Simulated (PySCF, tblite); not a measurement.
Species: C₅H₆F₃N₃.
Cartesian coordinates in Å at the GFN2-xTB level; atoms count from 1:
```xyz
17
C5H6F3N3 angstrom
C     -1.6601   -0.9124    0.4186
C     -1.1113    0.4064    0.0318
C     -1.6322    1.6807    0.0818
N     -0.7242    2.5369   -0.4252
N      0.3113    1.8951   -0.7824
N      0.1209    0.5943   -0.5226
C      1.1427   -0.3616   -0.8149
C      2.0436   -0.6301    0.3952
F      2.6558    0.4649    0.8386
F      2.9949   -1.5208    0.0818
F      1.3633   -1.1449    1.4303
H     -1.6234   -1.6079   -0.4205
H     -2.6948   -0.7943    0.7273
H     -1.0965   -1.3414    1.2460
H     -2.5822    2.0158    0.4415
H      1.7755    0.0480   -1.6086
H      0.7098   -1.3165   -1.1286
```

Computed, not measured: PBE0/pcSseg-1 in PySCF (dipole) on a GFN2-xTB geometry, gas phase.

Masses are those of the commonest isotopes; rigid-rotor values at the optimised geometry. The values belong to one conformer with, in the numbering `[CH3:1][c:2]1[cH:3][n:4][n:5][n:6]1[CH2:7][C:8]([F:9])([F:10])[F:11]`, N5–N6–C7–C8 94°.

(1) What are A, B and C (MHz)?

(2) Classify the top.

(3) What does the inertial defect say?

(4) Where do the levels up to J = 4 lie, in cm⁻¹?

(5) Predict some low-J microwave lines.

(6) Estimate the classical rotational partition function at 10 K, 25 K and 500 K.

Answers

(1) Ia = 242.05, Ib = 621.08, Ic = 744.10 u·Å²; 505379 MHz·u·Å²/I gives A = 2088, B = 813.7, C = 679.2 MHz.

(2) An asymmetric top: κ = (2 × 813.7 − 2088 − 679.2)/(2088 − 679.2) = -0.81.

(3) Not planar: Δ = Ic − Ia − Ib = -119.03 u·Å². For a rigid frame Δ = −2 Σ m c², so Σ m c² = 59.52 u·Å² lies off the ab plane: 7.93 from hydrogen and 51.59 from heavier atoms. The atom farthest from that plane is 1.67 Å away.

(4) Above 0(0,0):
J = 1: 1(0,1) 0.0498, 1(1,1) 0.0923, 1(1,0) 0.0968
J = 2: 2(0,2) 0.1491, 2(1,2) 0.1874, 2(1,1) 0.2009, 2(2,1) 0.3284, 2(2,0) 0.3287
J = 3: 3(0,3) 0.2971, 3(1,3) 0.3299, 3(1,2) 0.3568, 3(2,2) 0.4778, 3(2,1) 0.4794, 3(3,1) 0.7017, 3(3,0) 0.7017
J = 4: 4(0,4) 0.4930, 4(1,4) 0.5195, 4(1,3) 0.5642, 4(2,3) 0.6767, 4(2,2) 0.6816, 4(3,2) 0.9015, 4(3,1) 0.9016, 4(4,1) 1.2142, 4(4,0) 1.2142

(5) The dipole components are |μa| = 0.58 D, |μb| = 4.24 D, |μc| = 1.89 D. Intensities carry the squares of the components, which stand as 0.02 : 1.00 : 0.20 (a : b : c). Some lines, for components of 0.1 D or more:

```tsv
type	branch	J(Ka,Kc)	MHz	lower level (cm⁻¹)
b	Q	1(1,0) ← 1(0,1)	1409	0.050
a	R	1(0,1) ← 0(0,0)	1493	0.000
b	Q	2(1,1) ← 2(0,2)	1553	0.149
a	R	2(1,1) ← 1(1,0)	3120	0.097
b	R	2(1,2) ← 1(0,1)	4125	0.050
b	Q	2(2,1) ← 2(1,2)	4226	0.187
c	R	3(1,2) ← 2(0,2)	6227	0.149
b	Q	3(3,1) ← 3(2,2)	6713	0.478
b	R	2(2,0) ← 1(1,1)	7088	0.092
b	R	3(2,1) ← 2(1,2)	8755	0.187
```

(6) Point group C1, symmetry number σ = 1; q = (√π/σ)·√((kT/h)³/(ABC)), k/h = 20836.6 MHz/K: 4960 at 10 K, 19600 at 25 K, 1750000 at 500 K.

Its GFN2-xTB frequencies are all real (lowest 24 cm⁻¹). Zero-point vibration and centrifugal distortion are left out. A rigid rotor knows nothing of internal rotation, which can split or shift real lines. Quadrupole hyperfine structure (14N) is left out.
